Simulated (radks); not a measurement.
These are the eigenvalues of the occupied orbitals of an atom or ion with whole-number occupations (eV). Method: scalar-relativistic Kohn-Sham, PBE, spin-polarised, spherical densities, point nucleus; computed with a radial shooting solver on a logarithmic mesh with Libxc functionals.

orbital  eigenvalue
1s up     -3457.560
1s down   -3452.082
2s up     -579.7486
2s down   -569.5268
2p up     -521.3552
2p down   -509.5260

Which element is it, and in what charge state? The configuration may be excited. Open shells, if any, are filled with parallel spins first.

Answer. Z = 18, argon, charge +10: Ar10+ in [He] 2s2 2p4. The list shows which subshells hold electrons but not how many an open one holds; the 1s level, -127.06 hartree, gives Z - s = 15.9 by -(Z - s)^2/2, which with screening and relativity narrows Z to a few neighbours, and the depths of the outer levels then fix element, charge and occupations together.
